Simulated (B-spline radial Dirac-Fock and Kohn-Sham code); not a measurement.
## Relativistic shifts of the levels of Pt⁴⁸⁺

System: the Pt⁴⁸⁺ ion, [Ar] 3d10 4s2.

Both columns are ΔSCF binding energies of the configuration average from a radial B-spline solver: non-relativistic Hartree-Fock with a point nucleus, and Dirac-Fock with a finite nucleus and the Coulomb interaction alone, averaged over the two j levels with weights 2j+1.

```
shell  Hartree-Fock (eV)  Dirac-Fock (eV)  shift (eV)  shift (%)
   1s            74201.1          81405.9    +7204.78      +9.71
   2s            14532.1          16487.6    +1955.57     +13.46
   2p            14047.6          14724.3     +676.64      +4.82
   3s             5202.1           5726.4     +524.37     +10.08
   3p             4978.2           5191.1     +212.83      +4.28
   3d             4580.8           4584.3       +3.48      +0.08
   4s             2578.0           2766.0     +188.02      +7.29
```

Relativity binds 1s, 2s, 2p, 3s, 3p, 3d, 4s more strongly, among those listed most of all 2s in relative terms.

Values without a named source are computed, but for edge energies of neutral atoms, which are taken from tables.
